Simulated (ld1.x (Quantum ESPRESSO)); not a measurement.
## S (Z = 16): one change to a TM potential, before and after

* Element: S (Z = 16)
* Generator: ld1.x (Quantum ESPRESSO) 7.5
* Type: norm-conserving Troullier–Martins (Kleinman–Bylander form)
* Functional: PBE
* Relativity: non-relativistic
* Frozen core: [Ne]
* Valence charge: 6
* Reference configuration: 3s2 3p4
* Partial waves: 3s (bound): rc 1.35 bohr; 3p (bound): rc 1.50 bohr
* Local potential: all-electron potential smoothed inside 1.10 bohr (lloc = -1)
* Core correction: a·sin(br)/r model core inside 1.40 bohr

All-electron outer shells of the reference configuration (PBE, non-relativistic, ld1.x):

| shell | level (eV) | outermost node (bohr) | outermost maximum (bohr) |
| --- | --- | --- | --- |
| 2p | -156.49 | – | 0.33 |
| 3s | -17.14 | 0.60 | 1.42 |
| 3p | -7.02 | 0.58 | 1.61 |

Change: wave 3s (bound): rc 1.35 bohr becomes 3s (bound): rc 1.88 bohr.

Cutoffs: the cutoffs (Ry, on a coarse ladder) from which the occupation-weighted sum of valence levels, in a spherical-Bessel basis at the reference potential, stays within 10 and 1 mRy of its value at 400 Ry; they do not see the model core or the augmentation charge, which bear on the density cutoff. Errors are all-electron minus pseudo energies relative to the spin-unpolarised reference configuration.

Task: What does the change do?

Result: The potential gets softer (30 Ry and 60 Ry → 25 Ry and 45 Ry); of the 7 tests that both files solve, the error grows in 6 and shrinks in 1 by more than 15 % and 0.3 meV (median size 6.7 → 8.4 meV); neither file shows a bound ghost. A larger radius leaves more room for a smooth pseudo-wave, so fewer plane waves are needed.

```csv
quantity,base,changed
"cutoff, loose",30 Ry,25 Ry
"cutoff, tight",60 Ry,45 Ry
loose cutoff by channel (10 mRy a level),"s 21 Ry, p 10 Ry","s 18 Ry, p 10 Ry"
bound ghosts,none,none
"error for 3s2 3p3, meV [ΔE 11.78 eV]",+4.3,+5.9
"error for 3s2 3p2, meV [ΔE 34.08 eV]",+27,+39
"error for 3s2 3p1, meV [ΔE 68.13 eV]",+90,+134
"error for 3s2 3p0, meV [ΔE 114.93 eV]",+225,+342
"error for 3s1 3p5, meV [ΔE 10.18 eV]",+0.7,-3.1
"error for 3s1 3p4, meV [ΔE 22.52 eV]",+6.7,-1.4
"error for 3s0 3p6, meV [ΔE 20.48 eV]",+3.2,-8.4
```
